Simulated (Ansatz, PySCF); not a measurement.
Species: chloro selenohypochlorite, SeCl2, charge 0, multiplicity 1. 
Geometry from a B3LYP-D3(BJ)/def2-TZVP (Ansatz, an electronic-structure program) optimisation:
SMILES: Cl[Se]Cl
```xyz
3

Se    -0.0048    -0.0006     0.6866
Cl     1.1124     1.2742    -0.6777
Cl    -1.1027    -1.2730    -0.6955
```
Charge 0, spin multiplicity 1.

Dipole moments at this geometry, in debye (magnitudes).

```tsv
level	program	dipole (D)
HF/def2-TZVPD	PySCF	?
SVWN5/def2-TZVPD	Ansatz	0.97
PBE/def2-TZVPD	Ansatz	0.99
revPBE/def2-TZVPD	Ansatz	0.98
BP86/def2-TZVPD	PySCF	0.98
r2SCAN/def2-TZVPD	Ansatz	1.00
B97M-V/def2-TZVPD	Ansatz	1.09
PBE0/def2-TZVPD	Ansatz	1.06
r2SCANh/def2-TZVPD	Ansatz	1.03
r2SCAN0/def2-TZVPD	Ansatz	1.07
MN15/def2-TZVPD	PySCF	1.14
HSE06/def2-TZVPD	Ansatz	1.06
CCSD(T)/def2-SVPD	Ansatz	?
```

Some entries are withheld; supply them.


- HF/def2-TZVPD, dipole (D): 1.23
- CCSD(T)/def2-SVPD, dipole (D): 1.09
